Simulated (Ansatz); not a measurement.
Reaction (cleavage of the Si–B bond): `B[SiH](F)OC` + silanol → `CO[SiH](F)O[SiH3]` + BH₃

Program: Ansatz. Geometries: PBE0-D4/def2-TZVP. ΔE: electronic, gas phase. CCSD(T)/CBS is the MP2 limit (def2-TZVPP, def2-QZVPP) plus CCSD(T) − MP2 in def2-TZVPP, frozen cores. This one scheme is used for every species. DFT in def2-TZVPP. One conformer a species, not always the lowest.

```json
{"level": "PBE-D4", "ΔE (kcal/mol)": "-33.7"}
{"level": "r2SCAN-D4", "ΔE (kcal/mol)": "-39.0"}
{"level": "ωB97M-V", "ΔE (kcal/mol)": "-39.9"}
{"level": "PBE", "ΔE (kcal/mol)": "-32.7"}
{"level": "PBE0", "ΔE (kcal/mol)": "-35.5"}
{"level": "HF/def2-TZVPP", "ΔE (kcal/mol)": "-44.9"}
{"level": "SCS-MP2/def2-TZVPP", "ΔE (kcal/mol)": "-41.6"}
{"level": "SCS-MP2/def2-QZVPP", "ΔE (kcal/mol)": "-41.7"}
```

What does CCSD(T)/CBS give? (Best estimate.)

The calculation gave: -39.7 kcal/mol. The listed levels differ from it by 6.0, 0.7, -0.2, 7.0, 4.2, -5.2, -1.9, -2.0 kcal/mol.

Largest T1 diagnostic among the species: 0.012.

The D4 term adds −1.4 kcal/mol with B3LYP and −0.9 kcal/mol with PBE0; it sums over pairs of atoms, weighted by their polarisabilities, and B3LYP, whose exchange is more repulsive, gets the larger term. From PBE to PBE0 (25 % exact exchange), in def2-TZVPP and without D4, ΔE moves by −2.8 kcal/mol. In def2-TZVPP, CCSD(T) changes the Hartree–Fock value by +5.1 kcal/mol (the triples alone add +0.6 kcal/mol) and MP2 by +3.6 kcal/mol.

B3LYP here is the variant with VWN-RPA as its local correlation; programs differ in this.
